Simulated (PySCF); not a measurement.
**Simulated absorption spectrum**

Compound: BBr3.
SMILES: `B(Br)(Br)Br`

Method used: TDDFT CAM-B3LYP/aug-cc-pVTZ, vertical, gas phase, core orbitals frozen in the response in PySCF 2.14.0, density-fitted response routines. Isolated species at its PBE0-D3(BJ)/def2-TZVP geometry, gas phase. Relativistic effects, spin–orbit coupling among them, are left out although an element past zinc is present.

Computed states:

```csv
state,E (eV),f
S1,4.89,0.0000
S2,5.64,0.0000
S3,5.65,0.0000
S4,6.06,0.135
S5,6.06,0.136
S6,6.99,0.0000
S7,7.50,0.0000
S8,7.57,0.0000
S9,7.58,0.0000
```

Broadening: Gaussians 0.25 eV wide at half height, area fixed by f = 4.319×10⁻⁹ ∫ε dν̃. The width is an assumption, not a result. The curve ends short of the highest state used, and states not computed would add to its high-energy end.

Question: Give the broadened spectrum and its maxima.

Answer: 
```json
{"λ (nm)": "177.7", "ε (L mol⁻¹ cm⁻¹)": "0"}
{"λ (nm)": "179.9", "ε (L mol⁻¹ cm⁻¹)": "0"}
{"λ (nm)": "182.2", "ε (L mol⁻¹ cm⁻¹)": "0"}
{"λ (nm)": "184.4", "ε (L mol⁻¹ cm⁻¹)": "0"}
{"λ (nm)": "186.7", "ε (L mol⁻¹ cm⁻¹)": "0"}
{"λ (nm)": "188.9", "ε (L mol⁻¹ cm⁻¹)": "0"}
{"λ (nm)": "191.2", "ε (L mol⁻¹ cm⁻¹)": "10"}
{"λ (nm)": "193.4", "ε (L mol⁻¹ cm⁻¹)": "127"}
{"λ (nm)": "195.7", "ε (L mol⁻¹ cm⁻¹)": "1026"}
{"λ (nm)": "197.9", "ε (L mol⁻¹ cm⁻¹)": "4584"}
{"λ (nm)": "200.2", "ε (L mol⁻¹ cm⁻¹)": "13435"}
{"λ (nm)": "202.4", "ε (L mol⁻¹ cm⁻¹)": "24234"}
{"λ (nm)": "204.7", "ε (L mol⁻¹ cm⁻¹)": "29235"}
{"λ (nm)": "206.9", "ε (L mol⁻¹ cm⁻¹)": "23817"}
{"λ (nm)": "209.2", "ε (L mol⁻¹ cm⁻¹)": "13198"}
{"λ (nm)": "211.4", "ε (L mol⁻¹ cm⁻¹)": "5358"}
{"λ (nm)": "213.7", "ε (L mol⁻¹ cm⁻¹)": "1502"}
{"λ (nm)": "216.0", "ε (L mol⁻¹ cm⁻¹)": "307"}
{"λ (nm)": "218.2", "ε (L mol⁻¹ cm⁻¹)": "51"}
{"λ (nm)": "220.5", "ε (L mol⁻¹ cm⁻¹)": "6"}
{"λ (nm)": "222.7", "ε (L mol⁻¹ cm⁻¹)": "1"}
{"λ (nm)": "225.0", "ε (L mol⁻¹ cm⁻¹)": "0"}
{"λ (nm)": "227.2", "ε (L mol⁻¹ cm⁻¹)": "0"}
{"λ (nm)": "229.5", "ε (L mol⁻¹ cm⁻¹)": "0"}
{"λ (nm)": "231.7", "ε (L mol⁻¹ cm⁻¹)": "0"}
{"λ (nm)": "234.0", "ε (L mol⁻¹ cm⁻¹)": "0"}
{"λ (nm)": "236.2", "ε (L mol⁻¹ cm⁻¹)": "0"}
{"λ (nm)": "238.5", "ε (L mol⁻¹ cm⁻¹)": "0"}
{"λ (nm)": "240.7", "ε (L mol⁻¹ cm⁻¹)": "0"}
{"λ (nm)": "243.0", "ε (L mol⁻¹ cm⁻¹)": "0"}
{"λ (nm)": "245.2", "ε (L mol⁻¹ cm⁻¹)": "0"}
{"λ (nm)": "247.5", "ε (L mol⁻¹ cm⁻¹)": "0"}
{"λ (nm)": "249.7", "ε (L mol⁻¹ cm⁻¹)": "0"}
{"λ (nm)": "252.0", "ε (L mol⁻¹ cm⁻¹)": "0"}
{"λ (nm)": "254.3", "ε (L mol⁻¹ cm⁻¹)": "0"}
{"λ (nm)": "256.5", "ε (L mol⁻¹ cm⁻¹)": "0"}
{"λ (nm)": "258.8", "ε (L mol⁻¹ cm⁻¹)": "0"}
{"λ (nm)": "261.0", "ε (L mol⁻¹ cm⁻¹)": "0"}
{"λ (nm)": "263.3", "ε (L mol⁻¹ cm⁻¹)": "0"}
{"λ (nm)": "265.5", "ε (L mol⁻¹ cm⁻¹)": "0"}
{"λ (nm)": "267.8", "ε (L mol⁻¹ cm⁻¹)": "0"}
{"λ (nm)": "270.0", "ε (L mol⁻¹ cm⁻¹)": "0"}
{"λ (nm)": "272.3", "ε (L mol⁻¹ cm⁻¹)": "0"}
{"λ (nm)": "274.5", "ε (L mol⁻¹ cm⁻¹)": "0"}
```

Maxima: 205 nm (6.06 eV), ε about 29000, made up of S4 (50%) and S5 (50%) (ε in L mol⁻¹ cm⁻¹; maxima over ε = 5, shares over 10%).

Question: What would ε be at 6.06 eV, the highest of these maxima, with half the width (0.125 eV)?

Answer: About 58500 L mol⁻¹ cm⁻¹ against 29300, a factor of about 2.00; a lone state at its own centre would give exactly 2.

Question: On this curve, what absorbance would a 10⁻⁴ mol/L sample give at 193 nm over a 1 cm path?

Answer: 193 nm is 6.424 eV, where ε is about 83 L mol⁻¹ cm⁻¹, so A = ε c l ≈ 0.0083 (Beer–Lambert, with the gas-phase spectrum and the assumed width).

Question: Coming from long wavelengths, where does ε first pass 100 L mol⁻¹ cm⁻¹?

Answer: At about 217 nm (5.70 eV), 0.81 eV above S1.
